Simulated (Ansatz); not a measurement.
Reaction (redistribution): `[OH][Mg][OH]` + `C[O][SnH]([Cl])[Cl]` → `[OH][MgH]` + `C[O][Sn]([OH])([Cl])[Cl]`

Program: Ansatz. Geometries: PBE0-D4/def2-TZVP. ΔE: electronic, gas phase. CCSD(T)/CBS is the MP2 limit (def2-TZVPP, def2-QZVPP) plus CCSD(T) − MP2 in def2-TZVPP, frozen cores. DFT in def2-TZVPP. B3LYP here is the variant with VWN-RPA as its local correlation; programs differ in this. Elements past krypton have def2 core potentials. For Mg, Sn outer-core shells are correlated without core-valence functions, which leaves a few kJ/mol of doubt a bond. One conformer a species, not always the lowest.

(1) Is it downhill or uphill in electronic energy at CCSD(T)/CBS, and by how much? (Best estimate.)

(2) What do these levels give: B3LYP-D4, ωB97X-V, ωB97M-V, PBE, r2SCAN, HF/def2-TZVPP, CCSD/def2-TZVPP, CCSD(T)/def2-TZVPP, MP2/def2-QZVPP, SCS-MP2/def2-QZVPP, HF/CBS(def2), CCSD/CBS(def2)? (An estimate is asked.)

Largest T1 diagnostic among the species: 0.013.

Answers

(1) The calculation gave: Uphill: ΔE = +23.5 kcal/mol.

(2) Ansatz gave: B3LYP-D4 22.9, ωB97X-V 22.4, ωB97M-V 22.7, PBE 22.0, r2SCAN 23.3, HF/def2-TZVPP 23.2, CCSD/def2-TZVPP 23.5, CCSD(T)/def2-TZVPP 22.6, MP2/def2-QZVPP 24.8, SCS-MP2/def2-QZVPP 24.3, HF/CBS(def2) 23.4, CCSD/CBS(def2) 24.3 kcal/mol.

From PBE to PBE0 (25 % exact exchange), in def2-TZVPP and without D4, ΔE moves by +1.1 kcal/mol. The D4 term adds −0.9 kcal/mol with B3LYP and −0.5 kcal/mol with PBE0; it sums over pairs of atoms, weighted by their polarisabilities, and B3LYP, whose exchange is more repulsive, gets the larger term.
